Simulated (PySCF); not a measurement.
## Vertical excitation energies

Species: C4H10OSSi.
Bonds: C1–C2 (double), C2–C3, C3–O4, O4–C5, C5–S6, S6–Si7. Hydrogens: H8, H9 on C1; H10 on C2; H11, H12 on C3; H13, H14 on C5; H15, H16, H17 on Si7.

Computed with TDDFT CAM-B3LYP/def2-SVPD, vertical, gas phase, core orbitals frozen in the response in PySCF 2.14.0, density-fitted response routines. Geometry: GFN2-xTB, one conformer, isolated molecule. Torsions of this conformer, `[CH2:1]=[CH:2][CH2:3][O:4][CH2:5][S:6][SiH3:7]`: C1–C2–C3–O4 138°, C2–C3–O4–C5 177°, C3–O4–C5–S6 -169°, O4–C5–S6–Si7 24°.

Q: What does the calculation give for the low-lying excited states?

A: 

```
state  E (eV)  λ (nm)  ν̃ (cm⁻¹)       f  |μ| (D)  main configurations (H = HOMO, L = LUMO)
   S1    5.54   223.9      44660  0.0044     0.46                    H→L+1 (56%), H→L (17%)
   S2    6.21   199.8      50060   0.017     0.84                   H→L+3 (80%), H→L+1 (9%)
   S3    6.51   190.6      52480  0.0050     0.45       H→L+2 (45%), H→L (31%), H→L+4 (10%)
   S4    7.01   176.9      56530  0.0065     0.49       H→L (31%), H→L+2 (30%), H→L+1 (16%)
   S5    7.26   170.7      58590   0.038     1.18                  H→L+5 (62%), H→L+7 (15%)
   S6    7.31   169.7      58930   0.236     2.92                H-1→L (58%), H-1→L+1 (16%)
   S7    7.36   168.5      59360   0.058     1.45      H→L+6 (46%), H→L+7 (27%), H→L+4 (9%)
   S8    7.49   165.6      60390  0.0079     0.53                H-1→L+2 (34%), H→L+8 (17%)
```

Triplets (Tamm–Dancoff): T1 4.47 eV, H-1→L (57%), H-1→L+1 (14%), H-2→L (8%); T2 5.15 eV, H→L+1 (48%), H→L (13%), H→L+3 (9%); T3 5.84 eV, H→L+3 (61%), H→L+1 (13%).

The lowest singlet lies at 5.54 eV (224 nm, ultraviolet) and is very weak; its leading configuration is HOMO→LUMO+1 (56%). The most intense listed level is S6 at 7.31 eV (170 nm, f = 0.236), 1.77 eV above S1. Löwdin shares by element: HOMO sulfur 68%, carbon 11% or more, silicon 9%; LUMO carbon 48% or more, silicon 9%, sulfur 8% (atoms not listed hold the other 36%). The oscillator strengths of these states sum to 0.373; summed over the whole spectrum of an exact calculation they would give the number of electrons, 72 (Thomas–Reiche–Kuhn). Of the 8 states listed, 4 reach f = 0.01 and none stays under 0.0005. Orbital energies (eV): HOMO-3 -10.07, HOMO-2 -9.89, HOMO-1 -9.27, HOMO -8.05, LUMO 0.93, LUMO+1 0.99, LUMO+2 1.19. No computed singlet lies in the visible range (380 to 750 nm); the lowest, at 224 nm, stands 2.27 eV above its violet end (3.26 eV). Only the lowest 8 singlets were computed, as vertical energies without vibronic structure.
